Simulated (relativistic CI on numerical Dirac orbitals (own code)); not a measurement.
**The magnetic moment of free Ce³⁺ at 300 K**

Problem. Ce³⁺ (4f) has the ground term ²F°, whose calculated levels (Dirac-Coulomb-Breit CI, one configuration) lie at J = 5/2: 0, J = 7/2: 2139 cm⁻¹. Find the effective moment at 300 K in LS coupling.

Working.
1. S = 1/2, L = 3. The ground level J = 5/2 has g_J = 3/2 + [S(S + 1) − L(L + 1)]/[2J(J + 1)] = 0.8571 and g_J√(J(J + 1)) = 2.54 μB.
2. kT = 208.5 cm⁻¹. Populations (2J + 1)e^(−E/kT)/Z: J = 5/2: 1.000.
3. The field also mixes neighbouring J. With F_J = [(S + L + 1)² − J²][J² − (S − L)²]/J, each level gains α_J = [F_(J+1)/(E_(J+1) − E_J) − F_J/(E_J − E_(J−1))]/[6(2J + 1)], and μ²(J) = g_J²J(J + 1) + 3kT α_J.
4. Values of μ²(J): J = 5/2: 6.429 + 0.111.
5. The thermal average gives μ_eff = 2.56 μB, or χT = μ²/8 = 0.82 cm³ K mol⁻¹.

Check. With the measured levels of this term (Martin, Zalubas and Hagan, Atomic Energy Levels: The Rare-Earth Elements, NSRDS-NBS 60 (1978): 5/2: 0, 7/2: 2253) the same steps give μ_eff = 2.56 μB. The computed ground level holds 100 % of ²F° and has g = 0.8561, with g_s = 2.0023, relativistic corrections, against 0.8571 above. The excited levels lie far above kT, so the ground-level formula is enough. A crystal field changes the moment at low temperature.
